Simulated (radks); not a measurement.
Values are calculated unless marked as measured or tabulated.
Species: the samarium ion Sm+. Configuration: [Xe] 4f6 6s1.

Level of theory: Dirac Kohn-Sham, XLYP, spin-unpolarised, spherical densities, point nucleus; open shells fill j = l - 1/2 first (a radial shooting solver on a logarithmic mesh with Libxc functionals).

Energy parts (eV):
part                      energy
total                 -283975.02
kinetic                307970.64
electron-nucleus      -695470.37
Hartree                109995.49
exchange-correlation    -6470.79

Orbitals (lengths in bohr, moments of r in powers of bohr; r(max) is where P^2 peaks; r(90%) holds 90 % of the orbital's charge):
| orbital | occ. | eigenvalue (eV) | r(90%) | <r^4> | r(max) | small-component weight |
|---|---|---|---|---|---|---|
| 1s1/2 | 2 | -46648.75 | 0.0411 | 1.317e-06 | 0.01449 | 5.31e-02 |
| 2s1/2 | 2 | -7623.735 | 0.150 | 0.0002112 | 0.08230 | 1.17e-02 |
| 2p1/2 | 2 | -7226.381 | 0.133 | 0.0001314 | 0.06236 | 1.17e-02 |
| 2p3/2 | 4 | -6623.198 | 0.142 | 0.0001695 | 0.06799 | 1.09e-02 |
| 3s1/2 | 2 | -1674.303 | 0.374 | 0.008328 | 0.2338 | 3.66e-03 |
| 3p1/2 | 2 | -1503.382 | 0.367 | 0.007628 | 0.2209 | 3.60e-03 |
| 3p3/2 | 4 | -1381.269 | 0.385 | 0.009234 | 0.2329 | 3.38e-03 |
| 3d3/2 | 4 | -1084.929 | 0.357 | 0.006797 | 0.1857 | 3.26e-03 |
| 3d5/2 | 6 | -1058.406 | 0.362 | 0.007212 | 0.1891 | 3.19e-03 |
| 4s1/2 | 2 | -337.0646 | 0.832 | 0.2090 | 0.5397 | 1.15e-03 |
| 4p1/2 | 2 | -271.5711 | 0.864 | 0.2408 | 0.5455 | 1.08e-03 |
| 4p3/2 | 4 | -244.7530 | 0.906 | 0.2912 | 0.5711 | 9.99e-04 |
| 4d3/2 | 4 | -137.0395 | 1.00 | 0.4319 | 0.5828 | 8.39e-04 |
| 4d5/2 | 6 | -132.2529 | 1.02 | 0.4597 | 0.5912 | 8.18e-04 |
| 4f5/2 | 6 | -8.4923 | 1.78 | 7.000 | 0.6113 | 4.36e-04 |
| 4f7/2 | 0 | -7.9545 | 1.82 | 7.942 | 0.6166 | 4.26e-04 |
| 5s1/2 | 2 | -49.0968 | 2.04 | 7.492 | 1.261 | 2.40e-04 |
| 5p1/2 | 2 | -31.5928 | 2.34 | 13.11 | 1.381 | 1.88e-04 |
| 5p3/2 | 4 | -28.0569 | 2.49 | 16.72 | 1.458 | 1.67e-04 |
| 6s1/2 | 1 | -8.4662 | 5.67 | 440.2 | 3.414 | 3.25e-05 |

The highest occupied level is 6s1/2 at -8.466 eV. The density falls to 0.001 e/bohr^3 at r = 4.53 bohr. For comparison, the ionisation energy in NIST's Atomic Spectra Database is 11.08 eV (semi-empirical). In exact Kohn-Sham theory the highest level is minus the ionisation energy, but local and semilocal functionals leave it too shallow, through self-interaction and a potential that decays too fast; potentials with the right tail come closer.

Beside tabulated values, note that spin-unpolarised runs miss the spin-polarisation part of the exchange energy of open shells.
